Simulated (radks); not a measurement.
Values are calculated unless marked as measured or tabulated.
Polarisability of the tin ion Sn2+, [Kr] 4d10 5s2, at imaginary frequency. Level of theory: non-relativistic Kohn-Sham, LDA (Slater exchange, Perdew-Wang correlation), spin-polarised, spherical densities, point nucleus; relativity is left out, which matters for an element this heavy (a radial shooting solver on a logarithmic mesh with Libxc functionals). Response by self-consistent Sternheimer equations with the Hartree and adiabatic LDA kernel.

| w (hartree) | alpha1(iw) (bohr^3) | alpha2(iw) (bohr^5) |
|---|---|---|
| 0.00266 | 16.55 | 65.09 |
| 0.0143 | 16.53 | 65.06 |
| 0.0360 | 16.40 | 64.88 |
| 0.0697 | 15.99 | 64.32 |
| 0.118 | 15.05 | 62.92 |
| 0.186 | 13.34 | 59.99 |
| 0.280 | 10.90 | 54.60 |
| 0.413 | 8.190 | 46.09 |
| 0.605 | 5.799 | 34.97 |
| 0.892 | 3.980 | 23.36 |
| 1.35 | 2.653 | 13.73 |
| 2.12 | 1.637 | 7.148 |
| 3.59 | 0.8446 | 3.212 |
| 6.94 | 0.3147 | 1.097 |
| 17.5 | 0.07097 | 0.2046 |

Static values: alpha1 = 16.55 bohr^3 (2.453 angstrom^3; uncoupled 32.05), alpha2 = 65.09 bohr^5, alpha3 = 478.6 bohr^7. C6 = 92.87, C8 = 2196, triple-dipole C9 = 1040 atomic units. One-pole (London) frequency 4 C6 / (3 alpha1^2) = 0.452 hartree, against 0.936 for minus the highest occupied eigenvalue. The dipole shielding factor is 0.960, as the force sum rule N/Z = 0.960 demands.
